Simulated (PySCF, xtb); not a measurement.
C3H6OSi. Atoms are numbered in the order given.

```xyz
11

C      0.3068    -2.4677     0.0000
C      0.7188    -1.1959     0.0000
C     -0.2740    -0.0740     0.0000
O     -1.4737    -0.2820     0.0000
Si     0.2874     1.7760     0.0000
H     -0.7666    -2.6855     0.0000
H      1.0095    -3.3062     0.0000
H      1.7833    -0.9371     0.0000
H      1.7749     1.9033     0.0000
H     -0.2726     2.4212    -1.2189
H     -0.2726     2.4212     1.2189
```

Geometry optimised at ωB97X-D3(BJ)/def2-SVP. One conformer was computed; it need not be the lowest.

Calculation: C-PCM-PBE0/def2-SVP in PySCF 2.14.0.

The values are the electrostatic part of the solvation free energy, E(continuum) − E(gas) at the gas-phase geometry, in a cavity of scaled van der Waals radii (PySCF's table); cavitation and dispersion terms are not included. In vacuum the orbital gap is 4.81 eV. The dipole moment in vacuum is 2.28 D.

Computed values in water (ε = 78.36), acetonitrile (ε = 35.69), cyclohexanone (ε = 15.62):
```
solvent            ε  ΔG(elec) (kcal/mol)  dipole (D)  gap (eV)
-------------  -----  -------------------  ----------  --------
water          78.36                 -3.6        3.04      4.92
acetonitrile   35.69                 -3.5        3.03      4.92
cyclohexanone  15.62                 -3.4        2.99      4.91
```

For comparison, GFN2-xTB/ALPB(water) (xtb, at the GFN2-xTB geometry, all terms of that model) gives -1.8 kcal/mol.
